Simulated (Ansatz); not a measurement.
Predict a relaxed structure of Re₃⁻ (the lowest singlet isomer of a short search), charge -1, singlet, at PBE0-D4/def2-TZVPD (Ansatz).


```xyz
3

Re    0.346    1.016   -0.674
Re    0.850   -0.364    0.867
Re   -1.196   -0.652   -0.193
```
Point group C2v (tolerance 0.1 Å). This is one stationary point.

In the def2 sets Re takes a core potential; there is no spin–orbit coupling. The restricted singlet is unstable towards broken spin symmetry at other levels; at PBE0-D4/def2-TZVPD this wasn't settled. At PBE0-D4/def2-TZVPD a quintet of charge -1 lies 0.81 eV below the restricted singlet, each at its own geometry. The structure comes from a short search, and lower isomers may exist.
